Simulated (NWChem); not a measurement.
System: CH5NOSi, singlet; SMILES [Si](N)OC

Input file for NWChem:

```
start job
memory heap 200 mb stack 900 mb global 1100 mb
geometry units angstroms
  Si     0.746905    -0.810853     0.000000
  O      0.633447     0.861274     0.000000
  C     -0.477247     1.707259     0.000000
  H     -1.111789     1.560441     0.894003
  H     -0.136720     2.754532     0.000000
  H     -1.111789     1.560441    -0.894003
  N     -0.918858    -1.274124     0.000000
  H     -1.742332    -0.678674     0.000000
  H     -1.173875    -2.256603     0.000000
end
basis spherical
  Si library 6-31g*
  O library 6-31g*
  C library 6-31g*
  H library 6-31g*
  N library 6-31g*
end
dft
  xc hfexch
  iterations 150
end
driver
  maxiter 120
end
task dft optimize
task dft freq
```

Low-valent species are run as closed-shell singlets; no triplet was tried in these runs.

The level has its own optimisation; frequencies are unscaled.

Question: What results follow from this input? (Hartree-Fock/6-31G* (spherical d).) Quantities: r O–Si (Å); r N–Si (Å); r C–O (Å); r H–N (Å); highest harmonic frequency (cm⁻¹); lowest (cm⁻¹); zero-point energy (kcal/mol); dipole (D).

Answer: The r O–Si (Å) comes out as 1.648, the r N–Si (Å) is 1.716 and the r C–O (Å) is 1.398. The r H–N (Å) comes out as 0.999 and the highest harmonic frequency (cm⁻¹) comes out as 3885. The lowest (cm⁻¹) is 128. The zero-point energy (kcal/mol) is 46.4 and the dipole (D) is 3.23.
